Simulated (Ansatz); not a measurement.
Cost and result for the atomization energy of `O/C=C(\Cl)[SiH2]O` (11 atoms, 10 bonds).

```tsv
atom	x (Å)	y (Å)	z (Å)
O1	-2.5737	-0.5080	0.8099
C2	-1.3689	-0.6934	0.2717
C3	-0.3150	0.1267	0.3579
Cl4	-0.5317	1.6133	1.2575
Si5	1.3401	-0.1952	-0.3974
O6	1.7192	0.8560	-1.6033
H7	-2.5666	0.3388	1.2815
H8	-1.2935	-1.6243	-0.2798
H9	2.3656	-0.1263	0.6765
H10	1.2749	-1.5408	-1.0141
H11	1.9496	1.7534	-1.3603
```

Total charge 0; spin multiplicity 1. The geometry is a stationary point of PBE0-D4/def2-TZVP. It is one conformer, not always the lowest. Program: Ansatz. All runs use 4 threads of an Arm Neoverse V2 on a shared host. Times are those of one run each, without the atoms' runs, and a repeat can differ threefold. Electronic energies, without spin–orbit coupling; frozen cores. CCSD(T)/CBS adds CCSD(T) − MP2 in def2-TZVPP to the MP2 limit, and its time is that of the two runs behind it. T1 = 0.013. B3LYP takes the VWN-RPA correlation (the form of Gaussian; ORCA's B3LYP/G).

CCSD(T)/CBS is a level of theory with its own doubt, some kJ/mol a heavy atom from the limit and from the frozen cores, so smaller differences don't rank the functionals.

```csv
level,functions,wall time,atomization (kJ/mol),difference from CCSD(T)/CBS,per bond
PBE-D4/def2-TZVPP (with forces),278,3 s,4301.5,102.8,10.3
PBE0-D4/def2-TZVPP,278,4.1 s,4193.9,-4.8,-0.5
r2SCAN-D4/def2-TZVPP (with forces),278,5.5 s,4210.8,12.1,1.2
B3LYP-D4/def2-TZVPP (with forces),278,6.5 s,4173.7,-25.0,-2.5
B2PLYP/def2-TZVPP,278,7.5 s,4136.1,-62.6,-6.3
ωB97X-V/def2-TZVPP,278,9.5 s,4198.0,-0.7,-0.1
ωB97M-V/def2-TZVPP (with forces),278,14 s,4205.7,7.0,0.7
MP2/def2-QZVPP,518,28 s,4263.2,64.5,6.4
CCSD(T)/def2-TZVPP,278,5.1 min,4068.7,-130.0,-13.0
CCSD(T)/CBS(def2),–,5.6 min,4198.7,0.0,0.0
```

From PBE to PBE0 (25 % exact exchange), in def2-TZVPP and without D4, the atomization energy moves by −103.6 kJ/mol: exact exchange takes away binding that semilocal exchange gives to molecules. The D4 term adds +43.4 kJ/mol with B3LYP and +22.8 kJ/mol with PBE0; it sums over pairs of atoms, weighted by their polarisabilities, and B3LYP, whose exchange is more repulsive, gets the larger term. In def2-TZVPP, CCSD(T) changes the Hartree–Fock value by +1134.8 kJ/mol (the triples alone add +81.0 kJ/mol) and MP2 by +1252.0 kJ/mol; breaking electron pairs costs correlation energy, which Hartree–Fock lacks.
